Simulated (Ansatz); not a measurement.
C₂H₅GeN, SMILES `[CH]1=N[CH2][GeH2]1`, relaxed with RKS PBE-D4/def2-SVP in Ansatz 0.2.0 from a rough embedded geometry. The force threshold is 0.03 eV/Å; the program also tests the step.

Charge 0, multiplicity 1.

Start:

```xyz
9

C     0.478    0.568    1.051
N     1.151   -0.499    0.779
C     0.392   -0.800   -0.381
Ge   -0.760    0.443   -0.404
H     0.553    1.292    1.934
H     1.042   -0.785   -1.293
H    -0.081   -1.840   -0.310
H    -0.518    1.578   -1.430
H    -2.258    0.043    0.055
```

```
        step  energy (eV)  largest force (eV/Å)  largest move (Å)
           1  -60137.1472                10.520             0.000
           2  -60138.5530                 4.514             0.195
           3  -60138.9015                 0.750             0.112
4 (rejected)  -60138.7150                 1.792             0.165
           5  -60138.9469                 0.304             0.079
           6  -60138.9534                 0.089             0.028
           7  -60138.9539                 0.069             0.006
           8  -60138.9539                 0.021             0.001
```

End:

```xyz
9

C     0.444    0.616    1.123
N     1.116   -0.437    0.797
C     0.479   -0.950   -0.436
Ge   -0.860    0.566   -0.380
H     0.696    1.217    2.020
H     1.192   -0.968   -1.287
H     0.088   -1.979   -0.297
H    -0.800    1.681   -1.468
H    -2.356    0.254   -0.072
```

It took 7.5 s on 2 threads of an AMD EPYC 9B45 on a shared host, with 0.21 GiB of host memory at the peak.
